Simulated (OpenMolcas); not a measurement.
## Mn3+ in a point-charge field

Mn3+ among 6 point charges of -2.2 e arranged as a tetragonal octahedron (D4h), 1.96 Å from the ion, with the axial distance 2.215 Å.

* Program: OpenMolcas
* Method: CASSCF
* Basis: ANO-RCC-VDZP [5s4p2d1f]
* Scalar Hamiltonian: DKH2, point nucleus
* Active space: 4 electrons in 5 orbitals (3d)
* State averaging: 2S+1 = 5 even, 5 roots; 2S+1 = 3 even, 45 roots; 2S+1 = 1 even, 50 roots
* Spin-orbit coupling: state interaction with AMFI integrals over the reference wave functions

The lowest spin-free states (labels of D4, the rotations of D4h), above the lowest:

```tsv
State	Degeneracy	E (cm-1)	Free-ion L (%)
5B1	1	0.0	D (100)
5B2	1	4136	D (100)
5A1	1	4644	D (100)
5E	2	6783	D (100)
3E	2	23241	H (69)
3A2	1	24067	H (82)
3B1	1	24554	H (88)
3A1	1	26172	H (88)
3E	2	26791	H (69)
3A2	1	27010	P (53)
3E	2	27685	H (46)
3B2	1	27736	H (88)
3A2	1	29210	H (52)
3B1	1	29307	F (92)
3B2	1	30139	F (72)
3E	2	30280	H (54)
3A1	1	31648	G (86)
3E	2	31939	F (67)
3E	2	33048	G (75)
3B1	1	33171	G (83)
```

The lowest levels with spin-orbit coupling:

```json
{"E (cm-1)": "0.0", "Degeneracy": "1", "Label": "A1", "2S+1": "5", "g": ""}
{"E (cm-1)": "0.1", "Degeneracy": "1", "Label": "A2", "2S+1": "5", "g": ""}
{"E (cm-1)": "29.7", "Degeneracy": "2", "Label": "E", "2S+1": "5", "g": "0.00 0.00 3.62"}
{"E (cm-1)": "39.7", "Degeneracy": "1", "Label": "B1", "2S+1": "5", "g": ""}
{"E (cm-1)": "4163", "Degeneracy": "1", "Label": "B2", "2S+1": "5", "g": ""}
{"E (cm-1)": "4174", "Degeneracy": "2", "Label": "E", "2S+1": "5", "g": "0.00 0.00 4.36"}
{"E (cm-1)": "4207", "Degeneracy": "1", "Label": "A1", "2S+1": "5", "g": ""}
{"E (cm-1)": "4208", "Degeneracy": "1", "Label": "A2", "2S+1": "5", "g": ""}
{"E (cm-1)": "4606", "Degeneracy": "1", "Label": "A1", "2S+1": "5", "g": ""}
{"E (cm-1)": "4621", "Degeneracy": "2", "Label": "E", "2S+1": "5", "g": "0.00 0.00 3.98"}
{"E (cm-1)": "4667", "Degeneracy": "1", "Label": "B1", "2S+1": "5", "g": ""}
{"E (cm-1)": "4668", "Degeneracy": "1", "Label": "B2", "2S+1": "5", "g": ""}
{"E (cm-1)": "6663", "Degeneracy": "2", "Label": "E", "2S+1": "5", "g": "0.00 0.00 5.91"}
{"E (cm-1)": "6745", "Degeneracy": "1", "Label": "A2", "2S+1": "5", "g": ""}
{"E (cm-1)": "6813", "Degeneracy": "1", "Label": "A1", "2S+1": "5", "g": ""}
{"E (cm-1)": "6879", "Degeneracy": "2", "Label": "E", "2S+1": "5", "g": "0.00 0.00 2.08"}
{"E (cm-1)": "6951", "Degeneracy": "1", "Label": "B1", "2S+1": "5", "g": ""}
{"E (cm-1)": "6962", "Degeneracy": "1", "Label": "B2", "2S+1": "5", "g": ""}
{"E (cm-1)": "7025", "Degeneracy": "2", "Label": "E", "2S+1": "5", "g": "0.00 0.00 9.99"}
{"E (cm-1)": "23169", "Degeneracy": "1", "Label": "A1", "2S+1": "3", "g": ""}
```

Powder χT (cm3 K/mol): 1.74 at 2 K, 2.09 at 10 K, 2.66 at 50 K, 2.74 at 100 K, 2.79 at 200 K, 2.82 at 300 K. The effective moment at 300 K is 2.828 √(χT) = 4.75 μB.

The lowest level has 2S+1 = 5, for which the spin-only value is χT = S(S+1) / 2 = 3.000 cm3 K/mol (g = 2). The computed 2.818 at 300 K differs by -0.182, through orbital momentum, spin-orbit coupling and any other state in reach.

Without dynamic correlation the repulsion within the d shell is too large (B by tens of per cent), so at a given field states of lower spin stand too high. Point charges carry no covalency, so the field is a model and not that of real ligands. No measured value stands beside these numbers.

The RASSCF and RASSI steps took 13 s on 1 thread of AMD EPYC 9R45 (Zen 5), on a shared host; the integral step is not counted.

With an even number of electrons the g values are those of a degenerate or nearly degenerate non-Kramers pair.
